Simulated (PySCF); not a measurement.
Computed shifts of a molecule C4H6, PySCF with PBE/pcSseg-1, GIAO, gas phase, equivalent atoms averaged, in ppm (number of nuclei): ¹³C: 147.4 (2), 38.4 (2). ¹H: 6.56 (2), 3.02 (4). References: ¹³C against TMS (σ = 182.0 ppm); ¹H against TMS (σ = 31.49 ppm), references at their B3LYP-D3(BJ)/def2-TZVP geometries, non-relativistic. Geometry optimised at B3LYP-D3(BJ)/def2-SVP. Other conformers were not sampled.

**Question.** Pick the molecule that these values belong to.
A) C#CCC
B) C1=CCC1
C) CC#CC
D) C=CC=C

**Answer.** B, C1=CCC1
